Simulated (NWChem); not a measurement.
System: AlP2H5O; SMILES [OH][Al]([PH2])[PH2]

NWChem input:

```
start job
memory heap 200 mb stack 900 mb global 1100 mb
geometry units angstroms noautosym nocenter noautoz
  Al     0.358910    -0.014138     0.047856
  O      2.065785    -0.142217     0.189623
  H      2.666093    -0.150490    -0.565880
  P     -0.675825     0.273870    -2.049217
  H      0.046541    -0.780893    -2.683101
  H     -1.801372    -0.542360    -1.734404
  P     -0.761397     0.229926     2.090440
  H     -1.851251    -0.620218     1.739217
  H     -0.016851    -0.799026     2.736573
end
basis spherical
  Al library 6-31+g*
  O library 6-31+g*
  H library 6-31+g*
  P library 6-31+g*
end
dft
  xc xcamb88 1.00 lyp 1.0 hfexch 1.00
  cam 0.33 cam_alpha 0.0 cam_beta 1.0
  iterations 150
end
property
  response 1 0.0
end
task dft property
```

Geometry: optimised at B3LYP/6-31G* (spherical d).

Static field.

### Question
Give the results of this calculation. (LC-BLYP (range parameter 0.33 per bohr)/6-31+G* (spherical d).) Quantities: isotropic polarisability (bohr³); anisotropy (bohr³).

### Answer
```
Property                          Value
--------------------------------  -----
isotropic polarisability (bohr³)   83.8
anisotropy (bohr³)                 42.9
```
